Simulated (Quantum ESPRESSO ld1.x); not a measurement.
The mean radii <r> (bohr) of the occupied orbitals of an atom or ion are listed with their occupations. All-electron calculation, non-relativistic Kohn-Sham, PBE, spin-unpolarised, spherical densities, point nucleus. Program: ld1.x of Quantum ESPRESSO 7.5.

| orbital | occ. | <r> |
|---|---|---|
| 1s | 2 | 0.01846 |
| 2s | 2 | 0.07762 |
| 2p | 6 | 0.06555 |
| 3s | 2 | 0.1952 |
| 3p | 6 | 0.1858 |
| 3d | 10 | 0.1619 |
| 4s | 2 | 0.4267 |
| 4p | 6 | 0.4294 |
| 4d | 10 | 0.4336 |
| 4f | 14 | 0.4440 |
| 5s | 2 | 0.9483 |
| 5p | 6 | 1.016 |
| 5d | 10 | 1.246 |

Name the element and its charge.

Answer. Z = 82, lead, charge +4: Pb4+ in [Xe] 4f14 5d10. The 1s radius gives Z: for a bare nucleus <r> = 1.5/Z, 0.01829 bohr for Z = 82, and screening makes it slightly larger (0.01846 here). The occupations add up to 78, and the charge is Z minus that.
